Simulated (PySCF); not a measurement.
How methods differ on the ionisation energy of Fe²⁺

Fe²⁺ [Ar] 3d6 (5D) → Fe³⁺ [Ar] 3d5 (6S), as a difference of total energies. Computed with PySCF 2.14 in x2c-QZVPPall (11s7p5d4f2g, 103 functions), with scalar relativity by spin-free X2C-1e. Correlated levels: valence: [Ar] frozen; valence and next inner shell: [Ne] frozen. The calculations carry no spin-orbit coupling.

```tsv
method	ionisation energy (eV)	plus first-order spin-orbit estimate	error of that sum (eV)
UHF	28.324	28.384	-2.267
LDA	31.685	31.745	+1.094
PBE	31.492	31.551	+0.900
PBE0	31.001	31.061	+0.410
r2SCAN	30.815	30.875	+0.224
BHandHLYP	30.625	30.685	+0.034
TPSS	31.398	31.458	+0.807
wB97X	30.942	31.001	+0.350
B97-3	31.040	31.099	+0.448
MP2 (valence)	29.962	30.022	-0.629
SCS-MP2 (valence)	30.168	30.228	-0.423
MP2 (valence and next inner shell)	30.445	30.505	-0.146
SCS-MP2 (valence and next inner shell)	30.434	30.494	-0.157
```

Reference: 30.651 ± 0.012 eV (measured; NIST Atomic Spectra Database, ionization energies).

A first-order spin-orbit estimate (lowest level to lowest level, LS coupling) adds 0.060 eV.

Errors of the correlated levels include the incompleteness of this basis and the frozen core.
